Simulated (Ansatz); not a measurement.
Saddle point of SiH4S2O2, closed shell (SiH₄S₂O₂ ([OH][Si]([OH])([SH])[SH]) → SiH₂SO₂ ([OH][Si]([OH])[S]) + H₂S (still joined by a long Si–S bond); bonds formed: S2–H4; bonds broken: S3–H4; bonds weakened to dative contacts: Si1–S2), PBE0-D4/def2-TZVP structure:

```tsv
atom	x (Å)	y (Å)	z (Å)
Si1	-0.3889	0.2036	-0.2411
S2	1.5240	-0.9467	0.5905
S3	0.1824	0.0274	-2.1529
H4	1.4003	-0.8214	-0.8856
O5	-0.3608	1.6196	0.5578
O6	-1.6474	-0.6392	0.3720
H7	2.2440	0.1864	0.6598
H8	-0.9588	1.6928	1.3060
H9	-1.9950	-1.3223	-0.2065
```

Energies are electronic, without zero-point energy. Barriers and step energies count from the start structure reached by relaxing down the imaginary mode; all methods use the PBE0-D4 structures, on which another method's saddle can fall below an end. Ansatz 0.2.0; basis: def2-TZVPP, with def2-QZVPP for the basis limit; cores frozen in the correlated methods. B3LYP uses VWN-RPA correlation. Extrapolation: Hartree–Fock as exp(−7.88 √X), correlation as X^−2.97.

```json
{"method": "SPW92", "barrier (eV)": "1.106", "step energy (eV)": "1.162"}
{"method": "PBE-D4", "barrier (eV)": "1.216", "step energy (eV)": "1.124"}
{"method": "BLYP-D4", "barrier (eV)": "1.320", "step energy (eV)": "1.089"}
{"method": "r2SCAN-D4", "barrier (eV)": "1.352", "step energy (eV)": "1.185"}
{"method": "B97M-V", "barrier (eV)": "1.455", "step energy (eV)": "1.201"}
{"method": "PBE0-D4", "barrier (eV)": "1.400", "step energy (eV)": "1.214"}
{"method": "B3LYP-D4", "barrier (eV)": "1.466", "step energy (eV)": "1.172"}
{"method": "r2SCAN0-D4", "barrier (eV)": "1.474", "step energy (eV)": "1.241"}
{"method": "BHLYP-D4", "barrier (eV)": "1.683", "step energy (eV)": "1.269"}
{"method": "CAM-B3LYP-D4", "barrier (eV)": "1.586", "step energy (eV)": "1.245"}
{"method": "wB97X-V", "barrier (eV)": "1.617", "step energy (eV)": "1.279"}
{"method": "wB97M-V", "barrier (eV)": "?", "step energy (eV)": "1.224"}
{"method": "B2PLYP", "barrier (eV)": "1.510", "step energy (eV)": "1.203"}
{"method": "PBE-QIDH", "barrier (eV)": "?", "step energy (eV)": "1.267"}
{"method": "RPA on PBE", "barrier (eV)": "?", "step energy (eV)": "1.215"}
{"method": "HF", "barrier (eV)": "2.039", "step energy (eV)": "1.348"}
{"method": "MP2", "barrier (eV)": "1.491", "step energy (eV)": "1.221"}
{"method": "CCSD", "barrier (eV)": "1.684", "step energy (eV)": "1.276"}
{"method": "CCSD(T)", "barrier (eV)": "1.573", "step energy (eV)": "1.241"}
```

Question: Fill in the withheld barriers. (An estimate is asked for; the value comes from the calculation.)

Answer: The calculation gives: PBE-QIDH 1.520; RPA on PBE 1.561; wB97M-V 1.548 eV. Each is the energy of the saddle less that of the start structure, by the same method.

For comparison, the barrier by CCSD(T) at an estimated basis limit (MP2 extrapolated from triple and quadruple zeta, plus CCSD(T) − MP2 in triple zeta) is 1.543 eV.

T1 diagnostic: at most 0.014.

Labels in which every atom is bracketed show which atoms are joined, not bond orders.

For scale, one of the runs: CCSD(T)/def2-TZVPP, 244 basis functions, launched by `ansatz run in.yaml --threads 4 --pin off --events-out ev --progress --plain --max-ram 9574MiB`. The run took 2.3 min on 4 CPU threads of an Arm Neoverse V1 (shared host), with 4.6 GiB of host memory at its peak.
